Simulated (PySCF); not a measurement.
An unknown shows these calculated signals:

1H NMR (400 MHz, computed): δ 7.62 (m, 3H), 6.87 (m, 3H), 4.59 (m, 1H), 0.08 (m, 2H).

13C{1H} NMR (computed): δ 158.3 (CH), 146.2 (CH), 52.2 (CH), -15.5 (CH2).

[PySCF: coordinates at the GFN2-xTB level; NMR shieldings at PBE0/pcSseg-1/GIAO; one averaged value for each set of equivalent atoms; in vacuum; single conformer; non-relativistic Hamiltonian]

Referencing at the same level of theory: 1H (σref 31.72) and 13C (σref 186.93) against TMS.

Which of these does the molecule contain: a non-aromatic C=C double bond, an ester, an OH group, an aldehyde?

## Answers


- A non-aromatic C=C double bond: yes.
- An ester: no.
- An OH group: no.
- An aldehyde: no.

The data belong to SMILES C=P12C=CC(C=C1)C=C2, C8H9P; they needn't prove each group on their own.

Carbon signals by region: 2 in the sp2 and nitrile region (100–160 ppm), 1 at 50–100 ppm, 1 below 50 ppm.

Splittings by 31P in the carbon and heteronuclear signals aren't shown, as no couplings were computed. Shifts are as computed. Against solution values, carbons near 30 ppm lie about +3 ppm off and those near 130 ppm about +5 ppm. Of 1211 compounds with measured shifts, 218 miss one by over three times the rms of a fit or turn the order of signals round; such compounds aren't used in these exercises. Multiplicities follow the n + 1 count of equivalent neighbours, as no J values were calculated; m marks all less simple cases, F and P coupling included.
